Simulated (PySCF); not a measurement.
A species of formula C5H7ClF2O has this rotational fingerprint, computed with PBE0/pcSseg-1 in PySCF (dipole) on a GFN2-xTB geometry, gas phase:

```
Rotational constants : A = 1806, B = 937.1, C = 689.9 MHz
Dipole components    : |μa| = 0.05 D, |μb| = 0.29 D, |μc| = 1.09 D
Inertial defect      : -86.69 u·Å²
κ                    : -0.56
```

Question: Which candidate fits, each taken in the one conformer that was computed?
A. `[CH3:1][CH2:2][C@@H:3]([F:4])[C@H:5]([F:6])[C:7](=[O:8])[Cl:9]` with C1–C2–C3–F4 68°, C2–C3–C5–F6 74°, C3–C5–C7–O8 -78°
B. `[CH2:1]=[CH:2][C@@H:3]([O:4][CH2:5][F:6])[C@H:7]([F:8])[Cl:9]` with C1–C2–C3–O4 126°, C2–C3–O4–C5 -145°, C3–O4–C5–F6 69°, C2–C3–C7–F8 174°

Answer: B. It is C=C[C@@H](OCF)[C@H](F)Cl, an asymmetric top, point group C1. The candidates at the same level (rigid rotor, commonest isotopes):

| SMILES | A (MHz) | B (MHz) | C (MHz) | μa (D) | μb (D) | μc (D) | Δ (u·Å²) | point group | rotor |
| --- | --- | --- | --- | --- | --- | --- | --- | --- | --- |
| CC[C@@H](F)[C@H](F)C(=O)Cl | 1837 | 921.3 | 863.6 | 1.63 | 1.22 | 1.33 | -238.43 | C1 | asymmetric top |
| C=C[C@@H](OCF)[C@H](F)Cl | 1806 | 937.1 | 689.9 | 0.05 | 0.29 | 1.09 | -86.69 | C1 | asymmetric top |

`CC[C@@H](F)[C@H](F)C(=O)Cl` has C 25 % too high. No structure here is proved a minimum.
